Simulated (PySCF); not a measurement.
Electron correlation in S⁺ (sulfur, charge +1)

[Ne] 3s2 3p3, high-spin 4S determinant. Calculation: PySCF 2.14, in def2-TZVPPD (6s6p4d1f, 51 functions); no relativity, point nucleus. Frozen: 1s2; 13 electrons correlated.

MP2 pair energies summed by pair of shells (mhartree):

```tsv
pair	energy	share (%)
2p-2p	-98.72	40.1
3s-3p	-59.32	24.1
3p-3p	-20.81	8.5
2s-2p	-18.23	7.4
2p-3p	-16.34	6.6
2p-3s	-14.16	5.8
3s-3s	-10.04	4.1
2s-2s	-4.51	1.8
2s-3p	-2.36	1.0
2s-3s	-1.68	0.7
```

Total MP2 correlation energy: -246.16 mhartree.

Same-spin part -72.38 and opposite-spin part -173.78 mhartree; SCS-MP2 scales them by 1/3 and 6/5 to -232.67 mhartree.

This basis was not built for core-valence correlation, so the inner-shell part is incomplete.
